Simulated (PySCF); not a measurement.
MoO2Cl, SMILES [Cl][Mo](=[O])=[O] (connectivity only; charge and spin as stated), neutral, multiplicity 2.

Geometry: r2SCAN-D4/def2-SVP. A frequency run showed that this geometry is not a minimum. The spin state was assumed, not searched. The isomer is the one that the SMILES or the coordinates give; other isomers of the formula were not compared. The def2 effective core potentials stand for the cores of Mo; spin–orbit coupling is left out.

Computed with PBE/def2-TZVPD run with PySCF.

The molecule is in vacuum.

```yaml
total_energy: -678.76721 hartree
point_group: C2v
"α spin, highest occupied and lowest empty level": -6.40 and -5.04 eV
"β spin, highest occupied and lowest empty level": -8.15 and -4.97 eV
dipole_moment: 0.243 e·Å
quadrupole, principal values (traceless, Buckingham form, about the centre of nuclear charge): -3.56, -3.44, 7.00 D·Å
mean_static_polarisability: 60.9 bohr³ (9.02 Å³)
polarisability_principal_values: 48.1, 59.2, 75.3 bohr³
"⟨S²⟩": 0.757 (pure state 0.75)
```
